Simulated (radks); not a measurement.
Results of a calculation; reference values are marked as such.
Valence configurations of Eu2+ (all share [Xe]). Code: a radial shooting solver on a logarithmic mesh with Libxc functionals. Model: scalar-relativistic Kohn-Sham, PBEsol, spin-polarised, spherical densities, point nucleus; open shells are filled with parallel spins first (spin-orbit coupling, left out, can overturn this in heavy ions). Energies are relative to 4f7; eigenvalues in eV for spin up.

\begin{tabular}{lrrrrrr}
valence & E (eV) & moment (Bohr magnetons) & e(4f) & e(5d) & e(6p) & e(6s) \\ \hline
4f7 & 0.000 & 7 & -17.650 & - & - & - \\
4f6.5 6s0.5 & 2.549 & 7 & -21.808 & - & - & -15.280 \\
4f6 5d1 & 5.790 & 7 & -23.628 & -15.720 & - & - \\
4f6 6s1 & 6.629 & 7 & -26.296 & - & - & -16.525 \\
4f6 6s0.5 6p0.5 & 8.894 & 7 & -26.879 & - & -12.317 & -16.818 \\
4f5.5 5d1 6s0.5 & 10.954 & 7 & -28.281 & -17.535 & - & -16.247 \\
4f5.5 5d0.5 6s1 & 11.646 & 7 & -29.675 & -18.450 & - & -16.973 \\
4f5 5d2 & 16.169 & 7 & -30.336 & -17.465 & - & - \\
4f4.5 5d1.5 6s1 & 25.570 & 7 & -36.883 & -20.260 & - & -17.744 \\
4f3 5d4 & 53.453 & 7 & -45.415 & -20.744 & - & - \\
\end{tabular}

NIST lists [Xe] 4f7 as the ground configuration; this level of theory agrees among the configurations tried. The energies are those of spherical high-spin densities, not of single terms.
